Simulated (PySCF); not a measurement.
Level of theory: PBE-D3(BJ)/def2-TZVP // PBE0-D3(BJ)/def2-SVP run with PySCF. Isolated molecules, 0 K electronic values unless said otherwise. One relaxed conformer stands for a flexible species; it need not be the lowest. 

Reference species (SMILES): `C=C(F)c1ccc([SiH3])cc1` (F–C–C–C torsion 5°) (neutral, multiplicity 1).

```json
{
  "HOMO–LUMO gap": "3.51 eV",
  "LUMO": "-2.37 eV"
}
```

Changed species: `C=Cc1cc(F)cc([SiH3])c1` (C–C–C–C torsion 1°).

Task: Give the shifts of the HOMO–LUMO gap and LUMO.

Result: the HOMO–LUMO gap rises by 0.04 eV, to 3.55 eV; the LUMO decreases by 0.02 eV, to -2.39 eV.
